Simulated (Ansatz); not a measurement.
C2H8FGeNO can be A, `C[NH][GeH]([F])[O]C`, or B, `C[O][Ge]([CH3])([NH2])[F]`.

Program: Ansatz. Geometries: PBE0-D4/def2-TZVP. ΔE: electronic, gas phase. CCSD(T)/CBS adds triple-zeta CCSD(T) − MP2 to the extrapolated MP2 energy (def2 sets, frozen cores). DFT in def2-TZVPP. B3LYP here is the variant with VWN-RPA as its local correlation; programs differ in this. For Ge outer-core shells are correlated without core-valence functions, which leaves a few kJ/mol of doubt a bond. Scalar relativity is left out up to krypton. One conformer a species, not always the lowest.

A:

Z-matrix (Å, degrees):
```
C
N 1 1.449
H 1 1.097 2 113.9
H 1 1.093 2 109.8 3 -120.5
H 1 1.093 2 110.3 3 122.0
Ge 2 1.794 1 122.3 3 83.0
H 2 1.009 1 114.1 3 -62.7
O 6 1.756 2 105.1 1 176.0
F 6 1.750 2 113.5 1 -69.7
H 6 1.531 2 112.9 1 49.0
C 8 1.413 6 119.9 2 166.8
H 11 1.092 8 107.6 6 -176.3
H 11 1.094 8 111.9 6 -57.0
H 11 1.097 8 111.8 6 65.1
```

B:

```xyz
14

C     1.377    1.451    0.982
O     1.284    0.501   -0.055
Ge   -0.088   -0.601   -0.121
C    -1.800    0.221   -0.447
N     0.404   -1.821   -1.359
F    -0.193   -1.285    1.490
H     1.346    0.982    1.971
H     0.577    2.200    0.927
H     2.332    1.970    0.874
H    -1.780    0.756   -1.397
H    -2.578   -0.543   -0.483
H    -2.035    0.918    0.358
H    -0.208   -2.616   -1.464
H     1.361   -2.133   -1.275
```

(1) Which is lower in electronic energy at CCSD(T)/CBS, and by how much? (Estimate.)

(2) Give E(B) − E(A) in kJ/mol with CCSD/def2-TZVPP, HF/def2-TZVPP, B3LYP, B3LYP-D4, B2PLYP, CCSD(T)/def2-TZVPP, PBE0-D4. (Best estimate.)

Largest T1 diagnostic: 0.011.

Results:

(1) The calculation gave: B, by 89.3 kJ/mol.

(2) Computed: CCSD/def2-TZVPP -88.1, HF/def2-TZVPP -78.6, B3LYP -81.2, B3LYP-D4 -83.2, B2PLYP -85.3, CCSD(T)/def2-TZVPP -89.0, PBE0-D4 -85.4. None reverses the order clearly.

In def2-TZVPP, CCSD(T) changes the Hartree–Fock value by −10.4 kJ/mol (the triples alone add −0.9 kJ/mol) and MP2 by −14.4 kJ/mol.
